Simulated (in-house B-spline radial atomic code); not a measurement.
Configurations of Sc II (Sc+), with energies counted from [Ar] 3d1 4s1. Method: Dirac-Hartree-Fock, average of configuration, Fermi nucleus of rms radius 3.5459 fm. Calculated with an all-electron radial atomic-structure program (B-spline basis). Energies include first-order Breit, QED and recoil terms.

Occupations are held fixed; configurations that lie above the ionisation limit could autoionise.

| configuration | E - E(ref) (eV) | highest orbital | its <r> (bohr) |
| --- | --- | --- | --- |
| [Ar] 3d2 | 1.5336 | 3d5/2 | 1.922 |
| [Ar] 4s1 4d1 | 9.6333 | 4d5/2 | 6.336 |
| [Ar] 3d1 8s1 | 10.648 | 8s1/2 | 28.61 |
| [Ar] 3d1 8p1 | 10.803 | 8p3/2 | 31.64 |
| [Ar] 3d1 8f1 | 11.224 | 8f5/2 | 44.87 |
| [Ar] 3d1 8g1 | 11.226 | 8g9/2 | 43 |
| [Ar] 4s1 6p1 | 12.129 | 6p3/2 | 14.43 |
| [Ne] 3s2 3p5 3d1 4s1 5f1 | 45.003 | 5f5/2 | 15.42 |
| [Ne] 3s2 3p5 3d1 4s1 6f1 | 45.678 | 6f5/2 | 23.58 |
| [Ne] 3s2 3p5 3d1 4s1 7g1 | 46.098 | 7g9/2 | 31.72 |

Q: Order these further configurations by energy, lowest first.
A. [Ne] 3s2 3p5 3d1 4s1 8f1
B. [Ar] 4s1 4f1
C. [Ar] 4s1 5f1
D. [Ar] 4s1 5d1
E. [Ar] 4s1 7d1

A: B (11.454 eV), D (11.863 eV), C (12.69 eV), E (13.501 eV), A (46.35 eV).

Q: How far above the reference does [Ar] 3d1 6s1 lie?

A: 8.9392 eV; its least bound orbital is 6s1/2 with <r> = 13.08 bohr.

Q: How far above the reference does [Ar] 4s1 6d1 lie?

A: 12.916 eV; its least bound orbital is 6d5/2 with <r> = 19.21 bohr.

Q: How far above the reference does [Ne] 3s2 3p5 3d1 4s1 6g1 lie?

A: 45.697 eV; its least bound orbital is 6g9/2 with <r> = 21.97 bohr.
